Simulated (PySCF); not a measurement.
**Zn²⁺: ionisation energy**

Zn²⁺ [Ar] 3d10 (1S) → Zn³⁺ [Ar] 3d9 (2D), as a difference of total energies. Calculation: PySCF 2.14, in ANO-RCC-VTZP (6s5p3d2f1g, 59 functions); the spin-free X2C one-electron Hamiltonian (Gaussian nucleus). Correlated levels: valence: [Ar] frozen; valence and next inner shell: [Ne] frozen. The calculations carry no spin-orbit coupling.

```
                                method  ionisation energy (eV)  plus first-order spin-orbit estimate  error of that sum (eV)
                                   UHF                  36.991                                36.840                  -2.883
                                   LDA                  40.883                                40.732                  +1.009
                                   PBE                  40.195                                40.044                  +0.321
                                  PBE0                  39.686                                39.535                  -0.188
                                r2SCAN                  39.706                                39.555                  -0.168
                                 B3LYP                  39.990                                39.839                  +0.116
                                 M06-L                  39.404                                39.253                  -0.470
                                  MN15                  40.323                                40.172                  +0.449
                         MP2 (valence)                  40.052                                39.901                  +0.178
                     SCS-MP2 (valence)                  39.679                                39.527                  -0.196
    MP2 (valence and next inner shell)                  40.601                                40.450                  +0.727
SCS-MP2 (valence and next inner shell)                  40.116                                39.965                  +0.242
```

Reference: 39.723 eV (measured; NIST Atomic Spectra Database, ionization energies).

A first-order spin-orbit estimate (lowest level to lowest level, LS coupling) adds -0.151 eV.

Errors of the correlated levels include the incompleteness of this basis and the frozen core.
